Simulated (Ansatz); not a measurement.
Species: sum formula ZnHS, charge 1, multiplicity 1. SMILES: [SH][Zn+]
Geometry: optimised at B3LYP-D3(BJ)/def2-TZVP (Ansatz, an electronic-structure program).

Parts of the frozen-core correlation energy in STO-3G (Ansatz, hartree). Frozen orbitals: 14; correlated occupied orbitals by spin: 9 and 9; virtual: 5 and 5. Spin-orbit coupling is left out. Non-relativistic. The restricted reference is unstable. The program attaches cautions to this run: other roots.

| term | value |
|---|---|
| reference (HF) | -2150.89457 |
| MP2 opposite-spin | ___ |
| MP2 same-spin | -0.01005 |
| CCSD correlation | ___ |
| (T) | ___ |
| FCI minus CCSD(T) | -0.01515 |
| T1 diagnostic | 0.030 |
| largest doubles amplitude | 0.513 |

Problem. Some entries are withheld; supply them.

Solution. 
- MP2 opposite-spin, value: -0.06741
- CCSD correlation, value: -0.15294
- (T), value: -0.00681
